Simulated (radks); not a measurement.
The sulfur anion S2-, [Ar], held by a Watson sphere: a shell of charge +2 at radius R that stands for the Madelung well of a crystal (potential energy -2/R inside, -2/r outside, in hartree with lengths in bohr). Calculated with a radial shooting solver on a logarithmic mesh with Libxc functionals: non-relativistic Kohn-Sham, PBEsol, spin-polarised, spherical densities, point nucleus. Response by self-consistent Sternheimer equations with the Hartree and adiabatic LDA kernel. The sphere does not respond.

R (bohr) = 2.05: e(2p) (eV) -153.20; e(3s) (eV) -18.161; e(3p) (eV) -8.338; <r> 3p (bohr) 2.078; sum of <r^2> (bohr^2) 39.81; X-ray form factor at sin(theta)/lambda = 0.3 1/angstrom 8.981; alpha (bohr^3) 23.65
R (bohr) = 2.39: e(2p) (eV) -153.08; e(3s) (eV) -17.141; e(3p) (eV) -7.633; <r> 3p (bohr) 2.168; sum of <r^2> (bohr^2) 43.00; X-ray form factor at sin(theta)/lambda = 0.3 1/angstrom 8.943; alpha (bohr^3) 28.78
R (bohr) = 2.41: e(2p) (eV) -153.08; e(3s) (eV) -17.084; e(3p) (eV) -7.590; <r> 3p (bohr) 2.173; sum of <r^2> (bohr^2) 43.19; X-ray form factor at sin(theta)/lambda = 0.3 1/angstrom 8.942; alpha (bohr^3) 29.12
R (bohr) = 2.65: e(2p) (eV) -152.98; e(3s) (eV) -16.433; e(3p) (eV) -7.084; <r> 3p (bohr) 2.232; sum of <r^2> (bohr^2) 45.39; X-ray form factor at sin(theta)/lambda = 0.3 1/angstrom 8.937; alpha (bohr^3) 33.55
R (bohr) = 3.05: e(2p) (eV) -152.74; e(3s) (eV) -15.471; e(3p) (eV) -6.269; <r> 3p (bohr) 2.323; sum of <r^2> (bohr^2) 48.92; X-ray form factor at sin(theta)/lambda = 0.3 1/angstrom 8.947; alpha (bohr^3) 42.50
R (bohr) = 3.16: e(2p) (eV) -152.65; e(3s) (eV) -15.233; e(3p) (eV) -6.056; <r> 3p (bohr) 2.346; sum of <r^2> (bohr^2) 49.86; X-ray form factor at sin(theta)/lambda = 0.3 1/angstrom 8.951; alpha (bohr^3) 45.34
R (bohr) = 3.78: e(2p) (eV) -152.11; e(3s) (eV) -14.076; e(3p) (eV) -4.960; <r> 3p (bohr) 2.466; sum of <r^2> (bohr^2) 55.00; X-ray form factor at sin(theta)/lambda = 0.3 1/angstrom 8.973; alpha (bohr^3) 64.83
